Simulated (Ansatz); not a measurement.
Job for Ansatz (a first-principles code): R-CCSD(T)/def2-SVP on CH4OTe (SMILES CO[TeH]), a point of a torsion scan. Elements past Kr take the def2 small-core potentials; no spin–orbit coupling. The run froze 11 orbitals, filled d shells among them.

Ansatz 0.2 input:
```yaml
crystal:
  periodic: [false, false, false]
  atoms:
    - {symbol: C, position_ang: [-0.76316448, -0.28229179, -0.02516637]}
    - {symbol: O, position_ang: [-1.35216433, 0.97981123, 0.14808670]}
    - {symbol: Te, position_ang: [-1.54525582, 2.24778381, -1.38226014]}
    - {symbol: H, position_ang: [0.27772058, -0.26605248, 0.30992251]}
    - {symbol: H, position_ang: [-0.80579766, -0.64382487, -1.05263902]}
    - {symbol: H, position_ang: [-1.31862600, -0.97799489, 0.60850001]}
    - {symbol: H, position_ang: [-2.96115846, 1.57141562, -1.89465827]}
basis:
  gaussian:
    orbitals: def2-SVP
magnetization: {spin_polarized: false}
correlation: {method: ccsd_t, electrons: outside_noble_gas}
scf: {lower_state_search: off}
```

Program output:

```
WARN ansatz: RAYON_NUM_THREADS=2 ignored (pool sized by the plan → 2); use --threads N
Functional definition: HF
these checks for a lower state are left out or cut short: stability, starts, cluster_reference, orbital_swaps, neighbouring_geometries, increment
integrals: 0.06 GiB planned
813 factors; integrals over basis functions are off by at most 1.5e-3 eV
mean field: 0.18 GiB planned
mean field evaluation 1: about -10390.4910 eV, gradient 2.7e1 eV
mean field evaluation 2: about -10390.6229 eV, gradient 2.7e1 eV
mean field evaluation 4: about -10392.3312 eV, gradient 3.4e0 eV
mean field evaluation 8: about -10392.3642 eV, gradient 1.5e-1 eV
mean field -10392.36430866 eV, -381.9123441457 hartree, gradient 2.1e-6 eV, S^2 0.000000; 0 other end points of the search recorded, 0 dependent functions left out
11 core orbitals not correlated
reference -10392.36430866 eV, -381.9123441457 hartree; 10, 10 occupied and 53, 53 virtual orbitals, 813 factors
second order -11.77706798 eV of doubles, -0.00000000 eV of singles
coupled cluster: 0.17 GiB planned
cycle   1  -12.25241661 eV  change   -4.8e-1 eV  update   9.3e-2
cycle   2  -12.62061736 eV  change   -3.7e-1 eV  update   3.0e-2
cycle   3  -12.72402328 eV  change   -1.0e-1 eV  update   1.7e-2
cycle   4  -12.71982955 eV  change    4.2e-3 eV  update   5.0e-3
cycle   5  -12.71987847 eV  change   -4.9e-5 eV  update   2.9e-3
cycle   6  -12.72045347 eV  change   -5.7e-4 eV  update   1.2e-3
cycle   7  -12.71993119 eV  change    5.2e-4 eV  update   5.3e-4
cycle   8  -12.71994467 eV  change   -1.3e-5 eV  update   2.3e-4
cycle   9  -12.72004206 eV  change   -9.7e-5 eV  update   1.0e-4
cycle  10  -12.71999513 eV  change    4.7e-5 eV  update   4.6e-5
cycle  11  -12.72002632 eV  change   -3.1e-5 eV  update   1.9e-5
cycle  12  -12.72003192 eV  change   -5.6e-6 eV  update   6.0e-6
perturbative correction -0.34092272 eV, -0.0125286789 hartree
Total energy: -10405.42526330 eV, -382.3923253757 hartree
Checks for a lower state left out: stability, starts, cluster_reference, orbital_swaps, neighbouring_geometries, increment
```

The run converged.

Cost: about 3.0 core-seconds (a rough figure).
